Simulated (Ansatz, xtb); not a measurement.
Pulling on the Si6–H7 bond in CH6BeSi (SMILES [CH3][Be][SiH3]) (multiplicity 1 held, fragments rigid). Energies count from the point at 1.489 Å.
Geometry at that point (charge 0, multiplicity 1):
```xyz
9

Be    -0.0942     0.6089    -0.4323
C     -0.3037     1.9621    -1.3932
H     -1.0994     2.6140    -1.0162
H     -0.5713     1.6974    -2.4221
H      0.6055     2.5709    -1.4485
Si     0.1795    -1.1596     0.8234
H      0.2134    -2.4192     0.0293
H     -0.9139    -1.3209     1.8219
H      1.4519    -1.1149     1.5963
```

R- and RO- levels are restricted; in cc, def2 and unpolarised 6-31G sets they are followed outwards from rest. U- levels take the lowest unrestricted solution at each point, which mixes spins at long bonds. Active spaces are followed from a long bond inwards. Curves can end on different states.

Frozen-core correlation.

Codes used: Ansatz (a quantum-chemistry and plane-wave program); xtb for the GFN methods.  The GFN methods have no spin term and hold the electronic entropy of 300 K.

Energies in kcal/mol.

```json
[
 {"R (Å)": "1.192", "GFN2-xTB": "34.5", "U-HF/cc-pV(D+d)Z": "29.6", "R-CCSD/cc-pV(D+d)Z": "29.4", "U-CCSD(T)/cc-pV(D+d)Z": "29.5", "FIC-MRCISD on CASSCF(2,2)/cc-pV(D+d)Z": "29.7", "FIC-MRCISD+Q on CASSCF(2,2)/cc-pV(D+d)Z": "29.5"},
 {"R (Å)": "1.340", "GFN2-xTB": "4.6", "U-HF/cc-pV(D+d)Z": "5.9", "R-CCSD/cc-pV(D+d)Z": "5.9", "U-CCSD(T)/cc-pV(D+d)Z": "6.0", "FIC-MRCISD on CASSCF(2,2)/cc-pV(D+d)Z": "6.1", "FIC-MRCISD+Q on CASSCF(2,2)/cc-pV(D+d)Z": "6.0"},
 {"R (Å)": "1.489", "GFN2-xTB": "0.0", "U-HF/cc-pV(D+d)Z": "0.0", "R-CCSD/cc-pV(D+d)Z": "0.0", "U-CCSD(T)/cc-pV(D+d)Z": "0.0", "FIC-MRCISD on CASSCF(2,2)/cc-pV(D+d)Z": "0.0", "FIC-MRCISD+Q on CASSCF(2,2)/cc-pV(D+d)Z": "0.0"},
 {"R (Å)": "1.638", "GFN2-xTB": "3.7", "U-HF/cc-pV(D+d)Z": "3.8", "R-CCSD/cc-pV(D+d)Z": "3.5", "U-CCSD(T)/cc-pV(D+d)Z": "3.4", "FIC-MRCISD on CASSCF(2,2)/cc-pV(D+d)Z": "3.2", "FIC-MRCISD+Q on CASSCF(2,2)/cc-pV(D+d)Z": "3.4"},
 {"R (Å)": "1.787", "GFN2-xTB": "9.7", "U-HF/cc-pV(D+d)Z": "12.7", "R-CCSD/cc-pV(D+d)Z": "11.7", "U-CCSD(T)/cc-pV(D+d)Z": "11.5", "FIC-MRCISD on CASSCF(2,2)/cc-pV(D+d)Z": "11.1", "FIC-MRCISD+Q on CASSCF(2,2)/cc-pV(D+d)Z": "11.4"},
 {"R (Å)": "2.011", "GFN2-xTB": "20.6", "U-HF/cc-pV(D+d)Z": "30.0", "R-CCSD/cc-pV(D+d)Z": "27.4", "U-CCSD(T)/cc-pV(D+d)Z": "26.9", "FIC-MRCISD on CASSCF(2,2)/cc-pV(D+d)Z": "26.2", "FIC-MRCISD+Q on CASSCF(2,2)/cc-pV(D+d)Z": "26.8"},
 {"R (Å)": "2.234", "GFN2-xTB": "32.5", "U-HF/cc-pV(D+d)Z": "47.4", "R-CCSD/cc-pV(D+d)Z": "43.2", "U-CCSD(T)/cc-pV(D+d)Z": "42.5", "FIC-MRCISD on CASSCF(2,2)/cc-pV(D+d)Z": "41.3", "FIC-MRCISD+Q on CASSCF(2,2)/cc-pV(D+d)Z": "42.0"},
 {"R (Å)": "2.606", "GFN2-xTB": "50.8", "U-HF/cc-pV(D+d)Z": "61.8", "R-CCSD/cc-pV(D+d)Z": "64.9", "U-CCSD(T)/cc-pV(D+d)Z": "64.1", "FIC-MRCISD on CASSCF(2,2)/cc-pV(D+d)Z": "61.6", "FIC-MRCISD+Q on CASSCF(2,2)/cc-pV(D+d)Z": "62.4"},
 {"R (Å)": "2.979", "GFN2-xTB": "65.1", "U-HF/cc-pV(D+d)Z": "66.8", "R-CCSD/cc-pV(D+d)Z": "79.3", "U-CCSD(T)/cc-pV(D+d)Z": "77.9", "FIC-MRCISD on CASSCF(2,2)/cc-pV(D+d)Z": "74.3", "FIC-MRCISD+Q on CASSCF(2,2)/cc-pV(D+d)Z": "75.0"},
 {"R (Å)": "3.426", "GFN2-xTB": "76.4", "U-HF/cc-pV(D+d)Z": "68.8", "R-CCSD/cc-pV(D+d)Z": "88.8", "U-CCSD(T)/cc-pV(D+d)Z": "84.1", "FIC-MRCISD on CASSCF(2,2)/cc-pV(D+d)Z": "81.6", "FIC-MRCISD+Q on CASSCF(2,2)/cc-pV(D+d)Z": "82.3"},
 {"R (Å)": "4.021", "GFN2-xTB": "83.6", "U-HF/cc-pV(D+d)Z": "69.4", "R-CCSD/cc-pV(D+d)Z": "93.7", "U-CCSD(T)/cc-pV(D+d)Z": "85.7", "FIC-MRCISD on CASSCF(2,2)/cc-pV(D+d)Z": "84.7", "FIC-MRCISD+Q on CASSCF(2,2)/cc-pV(D+d)Z": "85.4"},
 {"R (Å)": "4.766", "GFN2-xTB": "86.3", "U-HF/cc-pV(D+d)Z": "69.6", "R-CCSD/cc-pV(D+d)Z": "95.5", "U-CCSD(T)/cc-pV(D+d)Z": "85.9", "FIC-MRCISD on CASSCF(2,2)/cc-pV(D+d)Z": "85.5", "FIC-MRCISD+Q on CASSCF(2,2)/cc-pV(D+d)Z": "86.1"}
]
```

Doubts at one or more of the structures used: a spin-contaminated determinant (U-HF/cc-pV(D+d)Z, U-CCSD(T)/cc-pV(D+d)Z); a restricted determinant that unrestricted orbitals would lower (R-CCSD/cc-pV(D+d)Z); other coupled-cluster roots lie near (R-CCSD/cc-pV(D+d)Z); T1 above 0.05 (R-CCSD/cc-pV(D+d)Z, U-CCSD(T)/cc-pV(D+d)Z).
